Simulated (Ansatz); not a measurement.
Consider the ligand exchange at the In–C bond: `[CH3][InH2]` + HI → `[InH2][I]` + CH₄.

Calculated with Ansatz (gas phase, PBE0-D4/def2-TZVP geometries, no zero-point term in ΔE). CCSD(T)/CBS is the MP2 limit (def2-TZVPP, def2-QZVPP) plus CCSD(T) − MP2 in def2-TZVPP, frozen cores. This one scheme is used for every species. DFT in def2-TZVPP. def2 core potentials past Kr. For I, In outer-core shells are correlated without core-valence functions, which leaves a few kJ/mol of doubt a bond.

```
             level  ΔE (kJ/mol)
           ωB97M-V       -183.3
       HF/def2-SVP       -212.0
SCS-MP2/def2-TZVPP       -183.1
    MP2/def2-QZVPP       -191.0
```

(1) What does CCSD(T)/CBS give? (Estimate.)

Largest T1 diagnostic among the species: 0.013.

## Answers

(1) Computed: -189.0 kJ/mol. The listed levels differ from it by 5.7, -23.0, 5.9, -2.0 kJ/mol.

In def2-TZVPP, CCSD(T) changes the Hartree–Fock value by +29.9 kJ/mol (the triples alone add +1.8 kJ/mol) and MP2 by +22.8 kJ/mol. From PBE to PBE0 (25 % exact exchange), in def2-TZVPP and without D4, ΔE moves by −5.8 kJ/mol. Leaving LDA and LC-ωPBE aside and taking each functional with its dispersion term where it has one, the values, not all of them listed here, spread over 18.4 kJ/mol, from BHLYP-D4 to revPBE-D4. LDA lies +6.0 kJ/mol from PBE without D4.
